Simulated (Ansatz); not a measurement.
A barrier at the coupled-cluster level

Start structure (Si4H10F2, closed shell), relaxed at PBE0-D4/def2-TZVP:

Si1  (-0.698, 0.133, -0.568)
Si2  (-0.958, 1.281, 1.468)
Si3  (-0.653, -2.186, -0.169)
Si4  (1.194, 0.953, -1.704)
F5  (-2.013, 0.474, -1.454)
H6  (1.432, -0.038, 1.646)
F7  (1.835, -0.586, 1.011)
H8  (0.237, 1.003, 2.338)
H9  (-1.010, 2.757, 1.295)
H10  (-2.146, 0.828, 2.238)
H11  (-0.551, -2.451, 1.291)
H12  (-1.927, -2.772, -0.669)
H13  (0.489, -2.830, -0.865)
H14  (0.729, 1.744, -2.876)
H15  (2.062, -0.156, -2.173)
H16  (1.978, 1.846, -0.810)
(Å)

The step: Si₄H₉F ([F][Si]([SiH3])([SiH3])[SiH3]) + HF → Si₃H₆F₂ ([F][Si]([F])([SiH3])[SiH3]) + SiH₄; bonds formed: Si1–F7, Si2–H6; bonds broken: Si1–Si2, H6–F7. Program: Ansatz 0.2.0. Basis: def2-TZVPP and def2-QZVPP. Cores are frozen in the correlated methods. Extrapolation: Hartree–Fock as exp(−7.88 √X), correlation as X^−2.97. Energies below are by CCSD(T) at an estimated basis limit (MP2 extrapolated from triple and quadruple zeta, plus CCSD(T) − MP2 in triple zeta).

Question: What are the electronic barrier and the energy of the step, from the start structure to the end structure? (To be estimated.)

Answer: The calculation gives: Barrier 35.46 kcal/mol; step energy -31.35 kcal/mol (downhill); reverse barrier, their difference, 66.80 kcal/mol. Barrier and step energy count from the start structure, the reverse barrier from the end structure.

The saddle point: One imaginary mode of 1066i cm⁻¹.
```json
{"pair": "Si1–F7", "start (Å)": "3.07", "saddle (Å)": "2.04", "end (Å)": "1.60"}
{"pair": "Si2–H6", "start (Å)": "2.74", "saddle (Å)": "1.77", "end (Å)": "1.48"}
{"pair": "Si1–Si2", "start (Å)": "2.35", "saddle (Å)": "2.61", "end (Å)": "4.46"}
{"pair": "H6–F7", "start (Å)": "0.93", "saddle (Å)": "1.25", "end (Å)": "3.10"}
```

Zero-point energy (harmonic, PBE0-D4): ZPE is 56.37 kcal/mol at the start and 54.11 kcal/mol at the saddle, so the barrier goes from 35.46 to 33.20 kcal/mol.

T1 diagnostic: at most 0.015.

Labels in which every atom is bracketed show which atoms are joined, not bond orders.

For scale, one of the runs: CCSD(T)/def2-TZVPP, 370 basis functions, launched by `ansatz run in.yaml --threads 2 --pin off --events-out ev --progress --plain --max-ram 32768MiB --backend cuda --devices 0, --max-vram 18GiB`. Hardware: 2 CPU threads of an AMD EPYC 7R13 and a share of one NVIDIA H100, shared host. Wall time 28 s; peak host memory 0.85 GiB.
